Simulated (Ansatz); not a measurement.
Mulliken charges of C$_{2}$H$_{5}$FGeO (`[F][GeH]1[CH2]O[CH2]1`) from PBE/def2-TZVPP in Ansatz (PBE0-D4/def2-TZVP geometry).

| atom | x (Å) | y (Å) | z (Å) | charge (e) |
| --- | --- | --- | --- | --- |
| F1 | -2.280 | 0.880 | 0.013 | -0.342 |
| Ge2 | -0.730 | 0.415 | 0.662 | 0.521 |
| C3 | 0.009 | -1.269 | -0.050 | -0.160 |
| O4 | 1.150 | -0.557 | -0.546 | -0.227 |
| C5 | 0.821 | 0.836 | -0.480 | -0.160 |
| H6 | -0.815 | 0.754 | 2.159 | -0.020 |
| H7 | 0.317 | -2.059 | 0.637 | 0.100 |
| H8 | -0.588 | -1.700 | -0.861 | 0.094 |
| H9 | 1.655 | 1.410 | -0.071 | 0.100 |
| H10 | 0.545 | 1.239 | -1.460 | 0.094 |

Problem. By hand: the dipole of these point charges (1 e Å = 4.8032 D).

Solution. Σ q r = (0.215, -0.012, 0.344) e Å, of length 0.406 e Å = 1.95 D.

Problem. How does the dipole of the full density compare? (Best estimate.)

Solution. Computed: (0.154, -0.016, 0.213) e Å, 1.26 D; the point charges give 1.55 times that, at 4° from its direction.

Point charges leave out the atoms' own dipoles, such as those of lone pairs, and Mulliken's split depends on the basis, so the two needn't agree.
